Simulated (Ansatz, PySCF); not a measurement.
1,1-difluoropropan-2-one (C3H4F2O), SMILES C(F)(F)C(=O)C. Atoms are numbered in the order given.

```xyz
10

C      1.7096     0.1818    -0.1291
C      0.4246     0.2131     0.6538
O      0.3302     0.4869     1.8253
C     -0.8444    -0.1384    -0.1434
F     -0.9744     0.7281    -1.1822
F     -0.7164    -1.3895    -0.6580
H      2.5533     0.4378     0.5234
H      1.8490    -0.8198    -0.5661
H      1.6435     0.8902    -0.9702
H     -1.7408    -0.0893     0.4965
```

Geometry optimised at B3LYP-D3(BJ)/def2-SVP. One conformer was computed; it need not be the lowest.

Two levels are set side by side: PBE-D3(BJ)/def2-SVP (Ansatz, a first-principles code) and B3LYP-D3(BJ)/def2-SVP (Ansatz). Each level has its own optimised geometry; the coordinates shown are those of the second. Frequencies come from the Hessian of PySCF at each geometry. Differences are taken from unrounded values.

```json
[
 {"quantity": "mean bond length (Å)", "B3LYP-D3(BJ)": "1.264", "PBE-D3(BJ)": "1.271", "PBE-D3(BJ) minus B3LYP-D3(BJ)": "0.008"},
 {"quantity": "bond C1–C2 (Å)", "B3LYP-D3(BJ)": "1.505", "PBE-D3(BJ)": "1.507", "PBE-D3(BJ) minus B3LYP-D3(BJ)": "0.002"},
 {"quantity": "bond C2–O3 (Å)", "B3LYP-D3(BJ)": "1.207", "PBE-D3(BJ)": "1.217", "PBE-D3(BJ) minus B3LYP-D3(BJ)": "0.010"},
 {"quantity": "bond C2–C4 (Å)", "B3LYP-D3(BJ)": "1.539", "PBE-D3(BJ)": "1.546", "PBE-D3(BJ) minus B3LYP-D3(BJ)": "0.007"},
 {"quantity": "bond C4–F5 (Å)", "B3LYP-D3(BJ)": "1.359", "PBE-D3(BJ)": "1.368", "PBE-D3(BJ) minus B3LYP-D3(BJ)": "0.009"},
 {"quantity": "bond C4–F6 (Å)", "B3LYP-D3(BJ)": "1.359", "PBE-D3(BJ)": "1.368", "PBE-D3(BJ) minus B3LYP-D3(BJ)": "0.009"},
 {"quantity": "bond C1–H7 (Å)", "B3LYP-D3(BJ)": "1.097", "PBE-D3(BJ)": "1.104", "PBE-D3(BJ) minus B3LYP-D3(BJ)": "0.007"},
 {"quantity": "bond C1–H8 (Å)", "B3LYP-D3(BJ)": "1.102", "PBE-D3(BJ)": "1.109", "PBE-D3(BJ) minus B3LYP-D3(BJ)": "0.008"},
 {"quantity": "bond C1–H9 (Å)", "B3LYP-D3(BJ)": "1.102", "PBE-D3(BJ)": "1.109", "PBE-D3(BJ) minus B3LYP-D3(BJ)": "0.008"},
 {"quantity": "bond C4–H10 (Å)", "B3LYP-D3(BJ)": "1.102", "PBE-D3(BJ)": "1.113", "PBE-D3(BJ) minus B3LYP-D3(BJ)": "0.010"},
 {"quantity": "highest harmonic wavenumber (cm⁻¹)", "B3LYP-D3(BJ)": "3173", "PBE-D3(BJ)": "3122", "PBE-D3(BJ) minus B3LYP-D3(BJ)": "-52"},
 {"quantity": "mean harmonic wavenumber (cm⁻¹)", "B3LYP-D3(BJ)": "1269", "PBE-D3(BJ)": "1230", "PBE-D3(BJ) minus B3LYP-D3(BJ)": "-39"},
 {"quantity": "zero-point energy (kcal/mol)", "B3LYP-D3(BJ)": "43.55", "PBE-D3(BJ)": "42.20", "PBE-D3(BJ) minus B3LYP-D3(BJ)": "-1.35"}
]
```

Exact exchange shortens and stiffens bonds; PBE has none. Differences between two approximate levels are no errors against the true value.
